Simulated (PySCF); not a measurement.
SnH3Cl, SMILES [SnH3][Cl].

The structure is a stationary point at B3LYP-D3(BJ)/def2-TZVP. The def2 effective core potentials stand for the cores of Sn; spin–orbit coupling is left out.

Computed with ωB97X/def2-TZVPD (PySCF).

The molecule is in vacuum.

Computed frontier levels, gap, dipole moment and polarisability:
| Item | Value |
|---|---|
| highest occupied level | -11.06 eV |
| lowest empty level | 0.79 eV |
| orbital gap | 11.85 eV |
| dipole moment | 2.68 D |
| quadrupole, principal values (traceless, Buckingham form, about the centre of nuclear charge) | -2.03, 1.02, 1.02 D·Å |
| mean static polarisability | 55.8 bohr³ (8.26 Å³) |
| polarisability, principal values | 51.8, 51.8, 63.8 bohr³ |
